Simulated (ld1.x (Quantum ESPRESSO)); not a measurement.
**Before and after: TM potential for carbon (C)**

C, norm-conserving Troullier–Martins (Kleinman–Bylander form), made with ld1.x (Quantum ESPRESSO) 7.5 (LDA (PZ), non-relativistic). Core [He], reference 2s2 2p2. Waves: 2p (bound): rc 2.05 bohr; 2s (bound): rc 1.10 bohr. Local part: the s channel. Core correction: a·sin(br)/r model core inside 0.50 bohr.

All-electron outer shells of the reference configuration (LDA (PZ), non-relativistic, ld1.x):

| shell | level (eV) | outermost node (bohr) | outermost maximum (bohr) |
| --- | --- | --- | --- |
| 2s | -13.63 | 0.38 | 1.22 |
| 2p | -5.42 | – | 1.19 |

Change: local potential the p channel.

Cutoffs: the cutoffs (Ry, on a coarse ladder) from which the occupation-weighted sum of valence levels, in a spherical-Bessel basis at the reference potential, stays within 10 and 1 mRy of its value at 400 Ry; they do not see the model core or the augmentation charge, which bear on the density cutoff. Errors are all-electron minus pseudo energies relative to the spin-unpolarised reference configuration.

Question: Predict the effect on cutoff, ghosts and configuration errors.

Answer: The potential gets neither clearly harder nor softer (35 Ry and 90 Ry → 35 Ry and 90 Ry); of the 9 tests that both files solve, the error grows in 1 and shrinks in 2 by more than 15 % and 0.3 meV (median size 28.0 → 24.1 meV); neither file shows a bound ghost.

| quantity | base | changed |
| --- | --- | --- |
| cutoff, loose | 35 Ry | 35 Ry |
| cutoff, tight | 90 Ry | 90 Ry |
| bound ghosts | none | none |
| error for 2s2 2p1, meV [ΔE 10.99 eV] | +28 | +17 |
| error for 2s2 2p0, meV [ΔE 35.25 eV] | +278 | +250 |
| error for 2s1 2p0, meV [ΔE 83.20 eV] | +570 | +536 |
| error for 2s0 2p4, meV [ΔE 16.49 eV] | +18 | +18 |
| error for 2s2 2p2.3, meV [ΔE -1.20 eV] | +0.3 | -0.4 |
| error for 2s1 2p2, meV [ΔE 19.47 eV] | -24 | -38 |
| error for 2s1 2p3, meV [ΔE 8.23 eV] | +4.0 | +3.9 |
| error for 2s2 2p2 (spin-polarised), meV [ΔE -1.13 eV] | +29 | +28 |
| error for 2s2 2p1 (spin-polarised), meV [ΔE 10.59 eV] | +36 | +24 |
| s: phases at 2.26 bohr within 0.05 rad from the reference energy up to (Ry; the scan ends near 5) | 2.6 | 2.0 |
| p: phases at 2.26 bohr within 0.05 rad from the reference energy up to (Ry; the scan ends near 5) | 2.0 | 1.6 |
